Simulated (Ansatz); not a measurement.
Molecular dynamics of CH$_{4}$O$_{2}$SSi

The input (input.yaml):

```yaml
crystal:
  periodic: [false, false, false]
  atoms:
    - { symbol: O, position_ang: [-0.735719, 0.266644, 1.954136] }
    - { symbol: Si, position_ang: [-0.224303, -0.280517, 0.42717] }
    - { symbol: S, position_ang: [0.097595, -2.356559, 0.574736] }
    - { symbol: C, position_ang: [0.510772, 0.801378, -0.818472] }
    - { symbol: O, position_ang: [-0.950702, 0.433871, -0.956328] }
    - { symbol: H, position_ang: [-1.015803, 1.22858, 1.784007] }
    - { symbol: H, position_ang: [0.56782, -2.438567, -0.693617] }
    - { symbol: H, position_ang: [1.148928, 0.422306, -1.633099] }
    - { symbol: H, position_ang: [0.690012, 1.876563, -0.655532] }
basis:
  gaussian: { orbitals: STO-3G }
hamiltonian:
  xc: pbe0
  dispersion: d4
md:
  timestep: 2.5
  n_steps: 120
  ensemble: nve
  temperature: 300.0
  initial_velocities: maxwell_boltzmann
  seed: 505606
```

Command:

```bash
$ ansatz run input.yaml --threads 1 --pin off --max-ram 2048MiB --backend cpu --events-out ev --progress --plain --runs-dir out
```

It starts from a relaxed structure.

Output, in part (step lines, the closing report, with atoms numbered from 0):

```
md step     0: t =     0.00 fs  T =   300.0 K  F+E_penalty+E_count = -23616.45099273 eV  E_kin = 0.271446 eV  conserved = -23616.17954673 eV  (23 SCF iters)
[... lines left out ...]
Total energy: -23607.68108478 eV, -867.5662780048 hartree
Atom 0 at    -0.838287     0.852520     1.807598 Å, force    -0.479639     1.537128     0.684771 eV/Å
Atom 1 at    -0.325398    -0.376120     0.803287 Å, force    -0.222851    -0.348366     0.342474 eV/Å
Atom 2 at    -0.121644    -2.038986     1.979946 Å, force     0.018432     0.097211    -0.948105 eV/Å
Atom 3 at     0.521745     0.469100    -0.599527 Å, force     1.873481     1.793088    -1.901761 eV/Å
Atom 4 at    -0.943601     0.233852    -0.772027 Å, force     1.479728    -0.629655     0.236214 eV/Å
Atom 5 at    -0.906779     1.679961     1.203640 Å, force    -0.051366    -0.538222     0.396194 eV/Å
Atom 6 at    11.389591   -11.775710   -58.986232 Å, force    -0.000083     0.000084     0.000449 eV/Å
Atom 7 at     1.274128    -0.062078    -1.374166 Å, force    -2.011665     1.326988     1.859475 eV/Å
Atom 8 at     0.808287     1.644786    -0.422624 Å, force    -0.606038    -3.238257    -0.669711 eV/Å
Dipole moment:     0.048415     0.265947     0.568456 e Å
```

The steps, from the saved trajectory:

```csv
time (fs),T (K),potential energy less start (eV),conserved less start (meV/atom)
0.0,300,0.000,0.00
10.0,191,0.356,28.65
20.0,94,0.316,14.43
30.0,218,0.346,30.28
40.0,231,0.080,1.99
50.0,98,0.410,25.20
60.0,158,0.385,28.50
70.0,252,0.053,1.07
80.0,201,0.356,29.57
90.0,128,0.303,16.34
100.0,230,0.373,34.41
110.0,213,0.113,3.78
120.0,131,0.405,28.02
130.0,190,0.397,33.03
140.0,215,0.110,3.71
150.0,250,0.357,34.68
160.0,149,0.315,19.77
170.0,237,0.425,40.90
180.0,260,0.114,8.72
190.0,200,0.386,32.85
200.0,224,0.456,43.12
210.0,291,0.139,14.62
220.0,503,0.341,58.27
230.0,624,0.417,78.88
240.0,855,2.470,330.27
250.0,72247,8.044,8126.99
260.0,71909,8.405,8133.21
270.0,71462,9.024,8156.94
280.0,71413,9.008,8150.26
290.0,71534,8.589,8115.87
300.0,71806,8.770,8163.31
```

All steps were run. The conserved energy changed by up to 8200 meV per atom, so the integration failed: the time step of 2.5 fs is too long for the fastest motions that this run met, and the later frames carry no physical meaning.

Parted: S3–H7 1.36 → 62.80 Å. It ends as CH3O2SSi + H. Pairs count as bonded within 1.25 times the sum of covalent radii (0.12 Å more for H–H).

Last frame:

```xyz
9
Properties=species:S:1:pos:R:3
O -0.838 0.853 1.808
Si -0.325 -0.376 0.803
S -0.122 -2.039 1.980
C 0.522 0.469 -0.600
O -0.944 0.234 -0.772
H -0.907 1.680 1.204
H 11.390 -11.776 -58.986
H 1.274 -0.062 -1.374
H 0.808 1.645 -0.423
```

The run took 4.3 min on 1 CPU thread of a shared host.
